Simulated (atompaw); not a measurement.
An all-electron radial function and its pseudo partner (C)

Columns: radius, all-electron u(r) and pseudo u(r) of the 2s shell (level -13.74 eV) of carbon in the configuration [He] 2s2 2p2; PBE, non-relativistic, PAW (atompaw) scheme, atompaw 4.2.0.5.

| r (bohr) | all-electron | pseudo |
| --- | --- | --- |
| 0.104 | 0.3351 | -0.1201 |
| 0.208 | 0.3027 | -0.2370 |
| 0.312 | 0.1300 | -0.3479 |
| 0.415 | -0.0770 | -0.4492 |
| 0.519 | -0.2758 | -0.5410 |
| 0.623 | -0.4454 | -0.6205 |
| 0.727 | -0.5810 | -0.6870 |
| 0.831 | -0.6826 | -0.7400 |
| 0.935 | -0.7529 | -0.7794 |
| 1.038 | -0.7958 | -0.8054 |
| 1.142 | -0.8168 | -0.8189 |
| 1.246 | -0.8199 | -0.8200 |
| 1.350 | -0.8090 | -0.8090 |
| 1.454 | -0.7877 | -0.7877 |
| 1.558 | -0.7588 | -0.7588 |
| 1.662 | -0.7247 | -0.7247 |
| 1.765 | -0.6876 | -0.6876 |
| 1.869 | -0.6482 | -0.6482 |
| 1.973 | -0.6080 | -0.6080 |
| 2.077 | -0.5678 | -0.5678 |
| 2.181 | -0.5285 | -0.5285 |
| 2.285 | -0.4903 | -0.4903 |
| 2.388 | -0.4540 | -0.4540 |
| 2.492 | -0.4191 | -0.4191 |
| 2.596 | -0.3862 | -0.3862 |
| 2.700 | -0.3552 | -0.3552 |

Problem. How many radial nodes do the two functions have?

Solution. The all-electron 2s function has n − l − 1 = 1; the pseudo-wave has 0, since the states of the same l below it are removed with the core.

Problem. At about which radius was the pseudo-wave matched?

Solution. 1.30 bohr, where the columns begin to agree (steps of 0.10 bohr).

Problem. Where does each function peak?

Solution. Outermost all-electron maximum near 1.25 bohr, pseudo maximum near 1.25 bohr (to the table’s step).

Problem. Is the pseudo-wave norm-conserving?

Solution. No, it belongs to a PAW set: the norm inside the radius is not constrained, and the difference is carried by the augmentation charge.
